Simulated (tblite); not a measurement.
Species: C3HF2N2S2 (doublet state).
SMILES with atom numbers: `[F:1][CH:2]([F:3])[S:4][c:5]1[c:6][n:7][s:8][n:9]1` (hydrogens: H10 on C2)
Bond orders are those of one Lewis drawing.

Computed with GFN2-xTB (tblite), gas phase: L-BFGS steps from a force-field or distance-geometry start until the largest atomic force falls under 0.01 eV/Å.

Step 33: E = -778.6043 eV
```
atom  x, y, z in Å  |  force x, y, z in eV/Å
F1     -1.6980   -0.0438    1.5438   -0.079   0.057   0.019
C2     -1.8426    0.0700    0.2167    0.032   0.020   0.008
F3     -3.1356   -0.1103   -0.0687    0.070  -0.105  -0.014
S4     -0.8053   -1.2075   -0.6144   -0.017   0.002  -0.001
C5      0.7300   -0.4445   -0.3193   -0.054  -0.015   0.032
C6      2.0041   -1.0253   -0.5128   -0.075   0.107  -0.054
N7      2.9987   -0.2810   -0.2631    0.061  -0.061   0.012
S8      2.4403    1.1842    0.2608   -0.030  -0.014   0.030
N9      0.8511    0.7893    0.1255    0.028  -0.004  -0.065
H10    -1.5338    1.0738   -0.1035    0.064   0.012   0.032
```

Step 34: E = -778.6060 eV
```
atom  x, y, z in Å  |  force x, y, z in eV/Å
F1     -1.7105   -0.0375    1.5435   -0.068   0.038   0.049
C2     -1.8443    0.0699    0.2146    0.003   0.048   0.048
F3     -3.1353   -0.1155   -0.0775    0.064  -0.088  -0.027
S4     -0.8053   -1.2102   -0.6037    0.044   0.016  -0.009
C5      0.7312   -0.4453   -0.3117   -0.022   0.005  -0.006
C6      2.0054   -1.0227   -0.5229   -0.105   0.114  -0.012
N7      3.0019   -0.2814   -0.2740    0.036  -0.022   0.010
S8      2.4459    1.1834    0.2618   -0.024  -0.060   0.010
N9      0.8562    0.7881    0.1348    0.007  -0.048  -0.058
H10    -1.5364    1.0760   -0.0999    0.064  -0.004  -0.005
```

Step 35: E = -778.6075 eV
```
atom  x, y, z in Å  |  force x, y, z in eV/Å
F1     -1.7210   -0.0324    1.5440   -0.049   0.018   0.080
C2     -1.8457    0.0706    0.2143   -0.011   0.049   0.067
F3     -3.1339   -0.1239   -0.0835    0.042  -0.058  -0.041
S4     -0.8051   -1.2099   -0.5978    0.075   0.022  -0.008
C5      0.7321   -0.4455   -0.3076   -0.016   0.028  -0.050
C6      2.0047   -1.0195   -0.5295   -0.066   0.044   0.008
N7      3.0046   -0.2840   -0.2784    0.017   0.009   0.001
S8      2.4509    1.1819    0.2623   -0.005  -0.074  -0.002
N9      0.8618    0.7883    0.1362   -0.044  -0.025  -0.016
H10    -1.5396    1.0791   -0.0949    0.056  -0.014  -0.039
```

**Question.** Estimate the geometry and energy of step 36. (The exact step hangs on the optimiser's Hessian estimate; all steps are aligned on step 35, rigid shifts and turns removed.)

**Answer.** E = -778.6083 eV, largest force 0.178 eV/Å
```
atom  x, y, z in Å  |  force x, y, z in eV/Å
F1     -1.7450   -0.0167    1.5475   -0.029   0.016   0.027
C2     -1.8461    0.0727    0.2137   -0.023   0.015   0.095
F3     -3.1308   -0.1225   -0.1007    0.065  -0.028  -0.047
S4     -0.8021   -1.2236   -0.5738    0.056   0.058   0.021
C5      0.7323   -0.4524   -0.2939    0.101   0.061  -0.098
C6      2.0086   -1.0100   -0.5546   -0.111   0.062   0.066
N7      3.0108   -0.2765   -0.3069   -0.155   0.085   0.020
S8      2.4493    1.1795    0.2699    0.027  -0.108  -0.024
N9      0.8596    0.7771    0.1644    0.038  -0.114  -0.024
H10    -1.5278    1.0770   -0.1004    0.029  -0.049  -0.034
```

The energy changes by -0.0008 eV. The first-order estimate −F·Δx gives -0.0025 eV and the mean of the old and new forces, exact on a quadratic surface, -0.0007 eV. The step makes an angle of 81° with the force vector and moves no atom by more than 0.030 Å.

The cost below is that of the whole relaxation. Time: 0.58 s wall. Hardware: Arm Neoverse V1, one thread, on a shared host.
